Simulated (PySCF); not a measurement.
PySCF input file for C2H5Te, SMILES [CH2][Te]C, multiplicity 2, C-PCM-M06-2X/def2-SVP. Geometry optimised at B3LYP-D3(BJ)/def2-SVP. The isomer is the one that the SMILES or the coordinates give; other isomers of the formula were not compared. The def2 effective core potentials stand for the cores of Te; spin–orbit coupling is left out.

```python
import numpy as np
from pyscf import gto, scf, dft
from pyscf.solvent import pcm

mol = gto.M(
    atom='''
    C     1.66469895   -0.13368355   -0.82056392
    Te   -0.01559139   -0.01154051    0.37382176
    C    -1.41419363    0.15473769   -1.28087160
    H     2.63783001   -0.25123960   -0.33930270
    H     1.60975084    0.17789978   -1.86624797
    H    -1.17699282    1.05431633   -1.86270275
    H    -1.33886951   -0.74482261   -1.90411842
    H    -2.42399800    0.23762749   -0.85774635
    ''',
    basis='def2-SVP',
    ecp={'Te': 'def2-svp'},
    charge=0,
    spin=1,
    max_memory=1600,
    verbose=3,
)
mf = dft.UKS(mol, xc='m06-2x').density_fit(auxbasis='def2-universal-jkfit')
mf.grids.level = 4
mf.conv_tol = 1e-9
mf.max_cycle = 100
mf.kernel()
fine, coarse = mf.grids, dft.Grids(mol).set(level=1).build(with_non0tab=True)
for _ in range(3):  # follow internal instabilities
    mf.grids = coarse
    mo, _, stable, _ = mf.stability(return_status=True, nroots=4)
    mf.grids = fine
    if stable:
        break
    mf.kernel(mf.make_rdm1(mo, mf.mo_occ))
res = {}
for name, eps in {'water': 78.355, '1-octanol': 9.8629, '2-propanol': 19.264}.items():
    s = mf.PCM()
    s.with_solvent.method, s.with_solvent.eps, s.with_solvent.lebedev_order = 'C-PCM', eps, 29
    s.kernel(mf.make_rdm1())
    res[name] = (s.e_tot, eps, s.dip_moment(), s.mo_energy, s.converged)
    print(f'{name}: electrostatic solvation free energy {(s.e_tot - mf.e_tot) * 627.509474:.3f} kcal/mol')
```

Log of the run:

```

WARN: HOMO -0.617498269854998 >= LUMO -0.617498269854996

converged SCF energy = -346.967036720177  <S^2> = 0.75749032  2S+1 = 2.0074763
<class 'pyscf.df.df_jk.DFUKS'> wavefunction is stable in the internal stability analysis

WARN: PCM is an experimental feature. It is still in testing.
Features and APIs may be changed in the future.

converged SCF energy = -346.971172842794  <S^2> = 0.75727521  2S+1 = 2.007262
Dipole moment(X, Y, Z, Debye): -0.86968,  0.37977, -0.97042
water: electrostatic solvation free energy -2.595 kcal/mol

WARN: PCM is an experimental feature. It is still in testing.
Features and APIs may be changed in the future.

converged SCF energy = -346.970769960332  <S^2> = 0.75729515  2S+1 = 2.0072819
Dipole moment(X, Y, Z, Debye): -0.84280,  0.36850, -0.93613
1-octanol: electrostatic solvation free energy -2.343 kcal/mol

WARN: PCM is an experimental feature. It is still in testing.
Features and APIs may be changed in the future.

converged SCF energy = -346.970993959074  <S^2> = 0.75728403  2S+1 = 2.0072708
Dipole moment(X, Y, Z, Debye): -0.85759,  0.37470, -0.95499
2-propanol: electrostatic solvation free energy -2.483 kcal/mol
```

The run converged.
